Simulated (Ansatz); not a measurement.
Ansatz (a program for electronic structure) input (RPA@PBE/cc-pV(T+d)Z):
A basis named .json is the Basis Set Exchange file of that set.

Ansatz 0.2 input:
```yaml
crystal:
  periodic: [false, false, false]
  atoms:
    - {symbol: C, position_ang: [0.05865618, -0.88037539, 0.07896597]}
    - {symbol: C, position_ang: [-1.20765746, -0.54490941, 0.10147258]}
    - {symbol: F, position_ang: [-1.80648215, 0.60630057, 0.02029001]}
    - {symbol: Cl, position_ang: [1.33991758, 0.29425739, -0.08387619]}
    - {symbol: H, position_ang: [0.37374817, -1.90737191, 0.16065381]}
basis:
  gaussian:
    orbitals: cc-pV_T+d_Z.json
hamiltonian:
  xc: pbe
magnetization: {spin_polarized: true, initial_magnetization: 1}
correlation: {method: rpa, electrons: outside_noble_gas}
```

End of the output:

```
integrals: 0.16 GiB planned
868 factors; integrals over basis functions are off by at most 1.0e-3 eV
mean field: 0.48 GiB planned
mean field evaluation 1: about -17312.6533 eV, gradient 3.6e1 eV
mean field evaluation 2: about -17312.6464 eV, gradient 3.6e1 eV
mean field evaluation 4: about -17317.7567 eV, gradient 1.5e1 eV
mean field evaluation 8: about -17318.5941 eV, gradient 1.9e-1 eV
mean field evaluation 16: about -17318.5939 eV, gradient 1.5e-4 eV
mean field evaluation 32: about -17317.0062 eV, gradient 1.5e0 eV
mean field -17318.59391183 eV, -636.4465872953 hartree, gradient 4.3e-6 eV, S^2 0.757933; 3 other end points of the search recorded, 0 dependent functions left out
8 core orbitals not correlated
reference -17284.24411183 eV, -635.1842554284 hartree; 12, 11 occupied and 123, 124 virtual orbitals, 868 factors
Total energy: -17315.52647358 eV, -636.3338610187 hartree
```

It need not be the lowest isomer of its formula.
